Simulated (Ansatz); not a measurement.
C2H5O (SMILES C[CH-]O), charge -1, singlet, geometry from GFN2-xTB (a gas-phase anion, which may not be bound at this level), atoms displaced at random by about 0.02 Å a coordinate; Ansatz (a program for electronic structure) with PBE/def2-SV(P).

Ansatz was given this input:
Ansatz 0.2 input:
```yaml
crystal:
  periodic: [false, false, false]
  atoms:
    - {symbol: C, position_ang: [1.10153295, -0.42329097, 0.17430519]}
    - {symbol: C, position_ang: [0.06589726, 0.70195704, 0.09753175]}
    - {symbol: O, position_ang: [-1.23905258, 0.00643583, -0.22278508]}
    - {symbol: H, position_ang: [-1.53205352, -0.32697431, 0.67484618]}
    - {symbol: H, position_ang: [0.26505447, 1.14966509, -0.94525447]}
    - {symbol: H, position_ang: [2.12035777, -0.04394658, 0.21246753]}
    - {symbol: H, position_ang: [0.95795763, -1.06291804, 1.08449198]}
    - {symbol: H, position_ang: [1.13640022, -1.18608557, -0.68115477]}
basis:
  gaussian:
    orbitals: def2-SV_P_.json
hamiltonian:
  xc: pbe
total_charge: -1
relax: {f_tol: 0.1}
```
The basis file holds def2-SV(P) in the JSON format of the Basis Set Exchange.

It wrote (shortened):

```
Functional definition: PBE
709 factors; their error is unknown
mean field evaluation 1: about -4187.6741 eV, gradient 3.4e1 eV
mean field evaluation 2: about -4166.0430 eV, gradient 8.0e1 eV
mean field evaluation 4: about -4190.7348 eV, gradient 5.7e0 eV
mean field evaluation 8: about -4190.8118 eV, gradient 1.7e-1 eV
mean field evaluation 16: about -4190.7776 eV, gradient 3.1e-4 eV
mean field -4190.77758849 eV, -154.0082357659 hartree, gradient 4.6e-5 eV, S^2 0.000000; 0 other end points of the search recorded, 0 dependent functions left out
the calculation of the forces begins
reference -4190.77761822 eV, -154.0082368583 hartree; 13, 13 occupied and 39, 39 virtual orbitals, 709 factors
relax step   1: F+E_penalty+E_count = -4190.77758849 eV  Δ(F+E_penalty+E_count) = +0.000e0 eV  max|allowed force component| = 1.027e0 eV/Å  Δτ_max = 0.0000 Å  (27 SCF iters, accepted)
these checks for a lower state are left out or cut short: starts, cluster_reference, orbital_swaps, neighbouring_geometries, increment
709 factors; their error is unknown
mean field -4190.84251123 eV, -154.0106216326 hartree, gradient 2.4e-5 eV, S^2 0.000000; 0 other end points of the search recorded, 0 dependent functions left out
the calculation of the forces begins
reference -4190.84254125 eV, -154.0106227360 hartree; 13, 13 occupied and 39, 39 virtual orbitals, 709 factors
relax step   2: F+E_penalty+E_count = -4190.84251123 eV  Δ(F+E_penalty+E_count) = -6.492e-2 eV  max|allowed force component| = 7.499e-1 eV/Å  Δτ_max = 0.1059 Å  (27 SCF iters, accepted)
these checks for a lower state are left out or cut short: starts, cluster_reference, orbital_swaps, neighbouring_geometries, increment
709 factors; their error is unknown
mean field evaluation 32: about -4190.8497 eV, gradient 1.0e-5 eV
mean field -4190.84969647 eV, -154.0108856854 hartree, gradient 1.0e-5 eV, S^2 0.000000; 0 other end points of the search recorded, 0 dependent functions left out
the calculation of the forces begins
reference -4190.84972698 eV, -154.0108868066 hartree; 13, 13 occupied and 39, 39 virtual orbitals, 709 factors
relax step   3: F+E_penalty+E_count = -4190.84969647 eV  Δ(F+E_penalty+E_count) = -7.185e-3 eV  max|allowed force component| = 7.524e-1 eV/Å  Δτ_max = 0.1709 Å  (28 SCF iters, accepted)
these checks for a lower state are left out or cut short: starts, cluster_reference, orbital_swaps, neighbouring_geometries, increment
709 factors; their error is unknown
mean field -4190.87330604 eV, -154.0117533209 hartree, gradient 1.6e-5 eV, S^2 0.000000; 0 other end points of the search recorded, 0 dependent functions left out
the calculation of the forces begins
reference -4190.87333652 eV, -154.0117544410 hartree; 13, 13 occupied and 39, 39 virtual orbitals, 709 factors
relax step   4: F+E_penalty+E_count = -4190.87330604 eV  Δ(F+E_penalty+E_count) = -2.361e-2 eV  max|allowed force component| = 1.649e-1 eV/Å  Δτ_max = 0.0419 Å  (29 SCF iters, accepted)
these checks for a lower state are left out or cut short: starts, cluster_reference, orbital_swaps, neighbouring_geometries, increment
709 factors; their error is unknown
mean field -4190.87606580 eV, -154.0118547402 hartree, gradient 1.7e-5 eV, S^2 0.000000; 0 other end points of the search recorded, 0 dependent functions left out
the calculation of the forces begins
reference -4190.87609632 eV, -154.0118558618 hartree; 13, 13 occupied and 39, 39 virtual orbitals, 709 factors
relax step   5: F+E_penalty+E_count = -4190.87606580 eV  Δ(F+E_penalty+E_count) = -2.760e-3 eV  max|allowed force component| = 7.112e-2 eV/Å  Δτ_max = 0.0289 Å  (29 SCF iters, accepted)
709 factors; their error is unknown
mean field evaluation 64: about -4190.8761 eV, gradient 1.7e-5 eV
mean field -4190.87606580 eV, -154.0118547402 hartree, gradient 1.9e-5 eV, S^2 0.000000; 1 other end points of the search recorded, 0 dependent functions left out
the calculation of the forces begins
reference -4190.87609632 eV, -154.0118558618 hartree; 13, 13 occupied and 39, 39 virtual orbitals, 709 factors
Total energy: -4190.87609632 eV, -154.0118558618 hartree
Atom 0 at     1.135814    -0.458857     0.157413 Å, force    -0.042295     0.038123     0.019979 eV/Å
Atom 1 at     0.038702     0.604568     0.112316 Å, force    -0.004312    -0.071121     0.017301 eV/Å
Atom 2 at    -1.244445    -0.137337    -0.225182 Å, force     0.064459     0.013742     0.055812 eV/Å
Atom 3 at    -1.710787    -0.069311     0.628065 Å, force    -0.001228     0.016439    -0.040770 eV/Å
Atom 4 at     0.249308     1.174357    -0.847939 Å, force    -0.014051     0.010148    -0.015037 eV/Å
Atom 5 at     2.145749     0.033754     0.190285 Å, force    -0.006585    -0.003588    -0.009953 eV/Å
Atom 6 at     1.082319    -1.102204     1.082473 Å, force    -0.010009     0.006650    -0.012665 eV/Å
Atom 7 at     1.179435    -1.230127    -0.702982 Å, force     0.014020    -0.010393    -0.014668 eV/Å
Dipole moment:    -0.116046    -0.324874     0.070247 e Å
```
